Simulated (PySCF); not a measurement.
## Radial density of Cu²⁺ (copper, charge +2)

UHF, [Ar] 3d8 4s1, high-spin 4F determinant (an excited configuration). All numbers are calculated (PySCF 2.14, the non-relativistic Hamiltonian (point nucleus), in dyall-av2z (16s12p7d2f, 101 functions)).

```json
{"r (bohr)": "0.000898", "4πr²ρ (e/bohr)": "0.1598", "4πr²(ρα − ρβ)": "0.0001"}
{"r (bohr)": "0.00151", "4πr²ρ (e/bohr)": "0.4367", "4πr²(ρα − ρβ)": "0.0002"}
{"r (bohr)": "0.00254", "4πr²ρ (e/bohr)": "1.164", "4πr²(ρα − ρβ)": "0.0006"}
{"r (bohr)": "0.00427", "4πr²ρ (e/bohr)": "2.979", "4πr²(ρα − ρβ)": "0.0014"}
{"r (bohr)": "0.00719", "4πr²ρ (e/bohr)": "7.116", "4πr²(ρα − ρβ)": "0.0034"}
{"r (bohr)": "0.0121", "4πr²ρ (e/bohr)": "15.18", "4πr²(ρα − ρβ)": "0.0070"}
{"r (bohr)": "0.0203", "4πr²ρ (e/bohr)": "26.77", "4πr²(ρα − ρβ)": "0.0114"}
{"r (bohr)": "0.0342", "4πr²ρ (e/bohr)": "34.84", "4πr²(ρα − ρβ)": "0.0106"}
{"r (bohr)": "0.0575", "4πr²ρ (e/bohr)": "30.85", "4πr²(ρα − ρβ)": "0.0006"}
{"r (bohr)": "0.0967", "4πr²ρ (e/bohr)": "29.44", "4πr²(ρα − ρβ)": "0.0247"}
{"r (bohr)": "0.163", "4πr²ρ (e/bohr)": "40.05", "4πr²(ρα − ρβ)": "0.2126"}
{"r (bohr)": "0.274", "4πr²ρ (e/bohr)": "25.12", "4πr²(ρα − ρβ)": "0.8889"}
{"r (bohr)": "0.460", "4πr²ρ (e/bohr)": "19.41", "4πr²(ρα − ρβ)": "2.2369"}
{"r (bohr)": "0.774", "4πr²ρ (e/bohr)": "18.78", "4πr²(ρα − ρβ)": "2.0534"}
{"r (bohr)": "1.30", "4πr²ρ (e/bohr)": "4.677", "4πr²(ρα − ρβ)": "0.8705"}
{"r (bohr)": "2.19", "4πr²ρ (e/bohr)": "0.8031", "4πr²(ρα − ρβ)": "0.5787"}
{"r (bohr)": "3.69", "4πr²ρ (e/bohr)": "0.1226", "4πr²(ρα − ρβ)": "0.1181"}
{"r (bohr)": "6.20", "4πr²ρ (e/bohr)": "0.0001616", "4πr²(ρα − ρβ)": "0.0001"}
{"r (bohr)": "10.4", "4πr²ρ (e/bohr)": "4.105e-05", "4πr²(ρα − ρβ)": "0.0000"}
```
